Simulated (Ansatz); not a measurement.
Geometry optimisation, RKS BLYP/def2-SVP (Ansatz 0.2.0).

The input (input.yaml):

```yaml
crystal:
  periodic: [false, false, false]
  atoms:
    - { symbol: Ti, position_ang: [-1.0677, 0.0901, 0.6812] }
    - { symbol: C, position_ang: [1.2757, 0.3001, -0.3535] }
    - { symbol: "N", position_ang: [-1.0937, -1.0235, -0.5966] }
    - { symbol: H, position_ang: [0.139, -0.4697, -0.6247] }
    - { symbol: Cl, position_ang: [-1.9938, 2.0134, 0.5084] }
    - { symbol: Cl, position_ang: [-0.8012, -0.5408, 2.7106] }
    - { symbol: H, position_ang: [1.1203, 1.3844, -0.4443] }
    - { symbol: H, position_ang: [1.7591, 0.0353, 0.5959] }
    - { symbol: H, position_ang: [1.8872, -0.0413, -1.1791] }
    - { symbol: H, position_ang: [-1.2248, -1.748, -1.2978] }
basis:
  gaussian: { orbitals: def2-SVP }
hamiltonian:
  xc: blyp
relax:
  f_tol: 0.15
  max_steps: 25
  restrain:
    - { distance: [3, 1], at: 1.07, k: 30.0 }
    - { distance: [0, 1], at: 3.66, k: 30.0 }
    - { distance: [3, 2], at: 2.32, k: 30.0 }
```

Run as:

```bash
$ ansatz run input.yaml --threads 4 --pin off --max-ram 5120MiB --backend cpu --events-out ev --progress --plain --runs-dir out
```

Problem. Where does it end, and by what steps?

Solution. It converged. The restraints hold the end off the free minimum. After 8 steps the energy has fallen by 0.870 eV (the restraints' own energy left out); Ti1 moved furthest, 0.74 Å. Parted: Ti1–C2 (2.57 → 3.66 Å), Ti1–H4 (1.86 → 2.80 Å). Joined: C2–H4 (1.40 → 1.09 Å).

| step | energy less start (eV) | largest force component (eV/Å) | accepted |
| --- | --- | --- | --- |
| 0 | 0.0000 | 2.032 | yes |
| 1 | 0.0288 | 4.465 | yes |
| 2 | -0.1194 | 4.706 | yes |
| 3 | -0.3041 | 3.084 | yes |
| 4 | -0.5979 | 1.384 | yes |
| 5 | -0.8374 | 0.512 | yes |
| 6 | -0.8415 | 1.033 | yes |
| 7 | -0.8693 | 0.318 | yes |
| 8 | -0.8696 | 0.497 | yes |

```xyz
10
Properties=species:S:1:pos:R:3
Ti -1.763 -0.046 0.903
C 1.588 0.306 -0.512
N -1.534 -1.072 -0.401
H 0.622 -0.204 -0.556
Cl -2.348 2.066 0.392
Cl -0.993 -0.801 2.878
H 1.436 1.399 -0.587
H 2.092 0.067 0.444
H 2.218 -0.035 -1.355
H -1.318 -1.679 -1.204
```

Time of the run: 30 s on 4 threads of Arm Neoverse N1 (shared host), peak memory 0.19 GiB.
